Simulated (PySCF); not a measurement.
Job file and geometry (Å, from GFN2-xTB) of an NMR shielding run on SMILES C=NB1OBOBO1, CH$_{4}$B$_{3}$NO$_{3}$, GIAO PBE0/pcSseg-1 NMR shielding, non-relativistic, gas phase (PySCF 2.14.0, density-fitted response routines); density fitting, a coarse starting grid and PySCF grid level 2 are the driver's defaults:

```
$ OMP_NUM_THREADS=1 python probes_run.py task.json out

{"job": {"kind": "nmr", "xc": "PBE0", "basis": "pcSseg-1"}, "charge": 0, "multiplicity": 1}
C     -2.834390    -0.097989    -0.008241
N     -1.630420    -0.218676    -0.271549
B     -0.271508    -0.054779    -0.076267
O      0.454838    -1.030498     0.581792
B      1.801021    -0.935157     0.635114
O      2.447120     0.114390     0.051810
B      1.733163     1.082313    -0.590554
O      0.386173     1.013111    -0.659289
H     -3.207997     0.426878     0.874854
H     -3.584024    -0.525805    -0.672298
H      2.416809    -1.760715     1.191990
H      2.290414     1.986241    -1.083389
```

Q: Write the output of this run.

A: 
```
coarse grid: 11144 points
cycle   1  E = -395.0362390256  dE =  1.526e+00  |g| = 9.905e-01  |ddm| = 3.132e+00
cycle   2  E = -394.8311919674  dE =  2.050e-01  |g| = 1.448e+00  |ddm| = 1.461e+00
cycle   3  E = -395.2088075932  dE = -3.776e-01  |g| = 1.137e-01  |ddm| = 9.726e-01
cycle   4  E = -395.2106803818  dE = -1.873e-03  |g| = 7.265e-02  |ddm| = 1.068e-01
cycle   5  E = -395.2117585818  dE = -1.078e-03  |g| = 1.422e-02  |ddm| = 4.610e-02
cycle   6  E = -395.2117988727  dE = -4.029e-05  |g| = 3.414e-03  |ddm| = 1.115e-02
cycle   7  E = -395.2118012986  dE = -2.426e-06  |g| = 9.900e-04  |ddm| = 2.628e-03
final grid: 110936 points
cycle   8  E = -395.2842077739  dE = -5.194e-05  |g| = 1.035e-02  |ddm| = 2.171e-02
cycle   9  E = -395.2841864582  dE =  2.132e-05  |g| = 1.518e-02  |ddm| = 1.342e-02
cycle  10  E = -395.2842270598  dE = -4.060e-05  |g| = 1.285e-03  |ddm| = 8.432e-03
cycle  11  E = -395.2842273611  dE = -3.013e-07  |g| = 4.726e-04  |ddm| = 8.917e-04
cycle  12  E = -395.2842274065  dE = -4.538e-08  |g| = 9.962e-05  |ddm| = 3.738e-04
cycle  13  E = -395.2842274083  dE = -1.792e-09  |g| = 4.825e-05  |ddm| = 9.912e-05
cycle  14  E = -395.2842274087  dE = -4.261e-10  |g| = 1.083e-05  |ddm| = 3.380e-05
converged SCF energy = -395.2842274087

GIAO shielding tensors (ppm)
atom      isotropic    diamagn.    paramagn.     s11        s22        s33       span
  0 C       27.863     253.414    -225.552    -46.997     -6.150    136.734    183.731
  1 N     -153.215     327.512    -480.727   -501.496   -157.493    199.346    700.842
  2 B       80.507     201.261    -120.754     69.929     71.058    100.534     30.605
  3 O      153.528     395.299    -241.771     14.318    120.780    325.487    311.169
  4 B       74.390     196.014    -121.625     58.399     69.145     95.625     37.227
  5 O      121.989     393.729    -271.741    -68.469    101.897    332.538    401.007
  6 B       74.390     196.015    -121.626     58.391     69.150     95.628     37.237
  7 O      153.503     395.299    -241.796     14.298    120.769    325.443    311.144
  8 H       23.166      29.485      -6.319     21.839     22.224     25.436      3.597
  9 H       23.425      27.689      -4.263     22.058     23.318     24.901      2.843
 10 H       27.224      29.366      -2.142     24.035     26.574     31.062      7.028
 11 H       27.226      29.370      -2.143     24.037     26.577     31.066      7.029
```

Size and cost of the density-fitted run: 156 basis functions, 21 s wall time on 1 thread of an Arm Neoverse V1, shared host; peak memory 0.71 GiB.
